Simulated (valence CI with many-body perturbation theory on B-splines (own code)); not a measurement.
# Pt39+: one-electron terms

Method: valence CI with perturbative core correlation (CI+MBPT): three valence electrons over a frozen Dirac-Fock core [Kr], radial functions for each j: 7 s, 7 p, 8 d, 6 f, 4 g, 1 h, with the one-electron correlation potential Σ1 (screened to all orders), the two-electron term Σ2, the three-electron term Σ3, Breit, model QED; selected single and double excitations, second order for the rest, scaled by the run's own slope (own B-spline code, finite nucleus).

The last digits are not significant, and no measured levels were compared; by estimate large intervals hold to a few tenths of a per cent, small ones and those within an open d or f shell to about a per cent. The list stops below the first excitations out of the core.

These are the spectroscopic orbitals of the CI (the correlating ones are not listed), shaped by the core and the other valence electrons. h is the expectation value of the core's Dirac-Fock operator, without the valence repulsion; Σ1 is computed up to l = 3 at one energy for each symmetry, that of its lowest orbital but kept below the first core excitation, so for empty shells it is not the orbital's own correlation shift; Breit and QED include the response of the core.

| Orbital | h (hartree) | Σ1 (cm⁻¹) | Breit (cm⁻¹) | QED (cm⁻¹) | ⟨r⟩ (bohr) |
| --- | --- | --- | --- | --- | --- |
| 5s1/2 | -49.297 | -12057 | 6366 | 4890 | 0.6611 |
| 6s1/2 | -32.104 | -4796 | 3341 | 2600 | 1.012 |
| 7s1/2 | -22.601 | -2501 | 1939 | 1537 | 1.438 |
| 5p1/2 | -47.329 | -12222 | 9854 | 175 | 0.6673 |
| 6p1/2 | -31.043 | -5011 | 5292 | 100 | 1.025 |
| 7p1/2 | -21.964 | -2653 | 3110 | 60.9 | 1.459 |
| 5p3/2 | -45.403 | -10711 | 5644 | 593 | 0.6975 |
| 6p3/2 | -30.019 | -4544 | 3077 | 327 | 1.061 |
| 7p3/2 | -21.353 | -2442 | 2012 | 197 | 1.501 |
| 4d3/2 | -71.319 | -23769 | 10220 | -965 | 0.3882 |
| 5d3/2 | -42.291 | -11495 | 4458 | -347 | 0.6986 |
| 6d3/2 | -28.341 | -5250 | 2421 | -182 | 1.078 |
| 4d5/2 | -70.367 | -22911 | 6152 | -436 | 0.3946 |
| 5d5/2 | -41.874 | -11269 | 2741 | -126 | 0.7063 |
| 6d5/2 | -28.114 | -5132 | 1496 | -63.4 | 1.087 |
| 4f5/2 | -62.611 | -47051 | 2707 | -824 | 0.3643 |
| 5f5/2 | -38.599 | -11207 | 1324 | -302 | 0.6935 |
| 4f7/2 | -62.36 | -41595 | 275 | -630 | 0.3669 |
| 5f7/2 | -38.482 | -10847 | 288 | -217 | 0.6963 |
| 5g7/2 | -36.133 |  | -164 | -140 | 0.6487 |
| 5g9/2 | -36.095 |  | -418 | -106 | 0.6500 |

Among the shells of the start configuration 4d3, Σ1 is largest in size for 4d3/2, where it is 0.15 % of h.

Lowest root of each symmetry, sizes in configuration state functions:

| J | Parity | Roots | Reference | Variational | Second order | Change by selected CI (cm⁻¹) | Change by second order (cm⁻¹) |
| --- | --- | --- | --- | --- | --- | --- | --- |
| 1/2 | even | 2 | 67 | 2203 | 2407 | -2541 | -1 |
| 3/2 | even | 5 | 119 | 4124 | 4160 | -2556 | -1 |
| 5/2 | even | 5 | 143 | 4944 | 5405 | -1801 | -1 |
| 7/2 | even | 3 | 136 | 4541 | 6041 | -2300 | -2 |
| 9/2 | even | 3 | 116 | 3833 | 5541 | -2374 | -2 |
| 11/2 | even | 1 | 80 | 2534 | 4749 | -2460 | -2 |
| 1/2 | odd | 6 | 71 | 4038 | 3842 | -2326 | 0 |
| 3/2 | odd | 11 | 126 | 7511 | 5740 | -2715 | 0 |
| 5/2 | odd | 13 | 150 | 9227 | 7521 | -3017 | 0 |
| 7/2 | odd | 14 | 150 | 9498 | 6289 | -1633 | 0 |
| 9/2 | odd | 11 | 128 | 8257 | 3868 | -1727 | 0 |
| 11/2 | odd | 8 | 95 | 6390 | 3523 | -1850 | 0 |
| 13/2 | odd | 5 | 59 | 4396 | 2821 | -1415 | 0 |
| 15/2 | odd | 2 | 34 | 2142 | 2572 | -2148 | 0 |
